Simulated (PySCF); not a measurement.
BaF₂, SMILES [F][Ba][F].

Coordinates come from a B3LYP-D3(BJ)/def2-TZVP optimisation. The isomer is the one that the SMILES or the coordinates give; other isomers of the formula were not compared. The def2 effective core potentials stand for the cores of Ba; spin–orbit coupling is left out.

Method: PBE/def2-TZVPD run with PySCF.

Question: Estimate the frontier levels, gap, dipole moment and polarisability. (An estimate is asked for; the answer gives what the named calculation found.)

Answer: 
The highest occupied level is -6.46 eV and the lowest empty level comes out as -1.92 eV. The orbital gap is 4.55 eV and the dipole moment is 6.54 D. The quadrupole, principal values (traceless, Buckingham form, about the centre of nuclear charge) comes out as -22.86, 7.88, 14.99 D·Å, the mean static polarisability comes out as 35.5 bohr³ (5.26 Å³) and the polarisability, principal values comes out as 26.5, 33.2, 46.8 bohr³.
